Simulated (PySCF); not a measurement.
Gas-phase reaction: 4 SiHF2 + 4 C4H10 (n-butane) ⇌ 4 (CH3)3SiF + CH2FCF3 + C2H6. Level: PBE0/def2-TZVP; standard pressure 1 bar.

Energies from PySCF, thermal terms from the rigid-rotor harmonic-oscillator model, ideal gas at 1 bar. S°(298 K) at PBE0/def2-TZVP differs from the NASA 1993 table for C4H10 (n-butane) (-9 J/mol/K); whether the harmonic model or the table's entry is off was not settled. Open shells (unrestricted): SiHF2 (multiplicity 2); the rest are closed-shell singlets. SiHF2: computed as isolated molecules; such fragments, hydroxides, amides, oligomers or adducts are transient or little studied in the gas. The harmonic model lacks anharmonicity and excited electronic states, which grow with temperature; levels with a mode under 35 cm⁻¹ are left out. Internal rotation in C4H10 (n-butane), (CH3)3SiF, CH2FCF3, C2H6 is treated as a harmonic vibration of one conformer, which makes the entropy rough.

| T (K) | 1000/T (1/K) | log10 K |
|---|---|---|
| 800 | 1.2500 | 10.84 |
| 1000 | 1.0000 | 6.01 |
| 1200 | 0.8333 | 2.88 |
| 1400 | 0.7143 | 0.68 |
| 1600 | 0.6250 | -0.93 |
| 1800 | 0.5556 | ? |

Problem. Fit log10 K = a + b·(1000/T) to the five rows, get the mean ΔH° and ΔS°, and predict log10 K at 1800 K.

Solution. Means: 1000/T = 0.8845, log10 K = 3.896. Sums of products about the means: Sxy = 4.63393, Sxx = 0.245860, so b = Sxy/Sxx = 18.85 and a = 3.896 − (18.85)×0.8845 = -12.78.
ΔH° = −R ln 10 × 1000 K × b = −19.145 × (18.85) = -361 kJ; ΔS° = R ln 10 × a = -245 J/K. The run's own values go from -374 kJ and -260 J/K at 800 K to -335 kJ and -228 J/K at 1800 K.
Prediction at 1800 K: -12.78 + (18.85)×0.5556 = -2.31. The computed value is -2.16, 0.15 from the line.
For scale, ΔH°(298 K) is -411 kJ at this level, -481 kJ at ωB97M-V/def2-TZVP†, and runs from -503 to 159 kJ over the 18 levels computed († marks an energy on the PBE0/def2-TZVP geometry).
